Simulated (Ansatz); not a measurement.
Geometry optimisation, RKS revPBE/def2-SVP in Ansatz 0.2.0.

input.yaml

```yaml
crystal:
  periodic: [false, false, false]
  atoms:
    - { symbol: Ta, position_ang: [-0.685415, 0.475925, 0.174226] }
    - { symbol: O, position_ang: [2.185467, -0.943881, 0.419286] }
    - { symbol: H, position_ang: [2.343685, -0.936078, 1.385685] }
    - { symbol: Cl, position_ang: [-0.216874, 0.915974, 2.464189] }
    - { symbol: O, position_ang: [-0.33873, 0.391304, -1.702152] }
    - { symbol: H, position_ang: [0.31879, 0.669707, -2.365082] }
    - { symbol: Cl, position_ang: [-2.6285, 1.739847, 0.052633] }
    - { symbol: O, position_ang: [-0.964395, -1.386908, 0.42874] }
    - { symbol: H, position_ang: [-0.222741, -2.030012, 0.488789] }
    - { symbol: H, position_ang: [0.885541, 1.340941, 0.084009] }
    - { symbol: H, position_ang: [2.19827, 0.028682, 0.213676] }
basis:
  gaussian: { orbitals: def2-SVP }
hamiltonian:
  xc: revpbe
relax:
  f_tol: 0.03
  max_steps: 50
```

Launched with:

```bash
$ ansatz run input.yaml --threads 4 --pin off --max-ram 5120MiB --backend cpu --events-out ev --progress --plain --runs-dir out
```

Task: Where does it end, and by what steps?

Result: The forces met the threshold. After 11 steps the energy has fallen by 0.208 eV; H3 moved furthest, 0.68 Å. Joined: Ta1–O2 (3.21 → 2.50 Å).

| step | energy less start (eV) | largest force component (eV/Å) | accepted |
| --- | --- | --- | --- |
| 0 | 0.0000 | 0.522 | yes |
| 1 | -0.0176 | 1.346 | yes |
| 2 | -0.0688 | 0.992 | yes |
| 3 | -0.1022 | 1.173 | yes |
| 4 | -0.1434 | 1.102 | yes |
| 5 | -0.1859 | 0.350 | yes |
| 6 | -0.1666 | 0.745 | no |
| 7 | -0.2012 | 0.102 | yes |
| 8 | -0.2059 | 0.088 | yes |
| 9 | -0.2070 | 0.087 | yes |
| 10 | -0.2077 | 0.068 | yes |
| 11 | -0.2079 | 0.020 | yes |

```xyz
11
Properties=species:S:1:pos:R:3
Ta -0.476 0.375 0.186
O 1.717 -0.776 0.527
H 1.812 -0.525 1.474
Cl 0.016 0.862 2.499
O -0.220 0.267 -1.716
H 0.226 0.859 -2.345
Cl -2.433 1.627 0.135
O -0.853 -1.489 0.414
H -0.202 -2.216 0.398
H 0.922 1.476 -0.006
H 2.366 -0.195 0.080
```

Whether the end is a true minimum wasn't checked by a vibrational analysis.

Time of the run: 27 s on 4 threads of Arm Neoverse V2, on a shared host, peak memory 0.21 GiB.
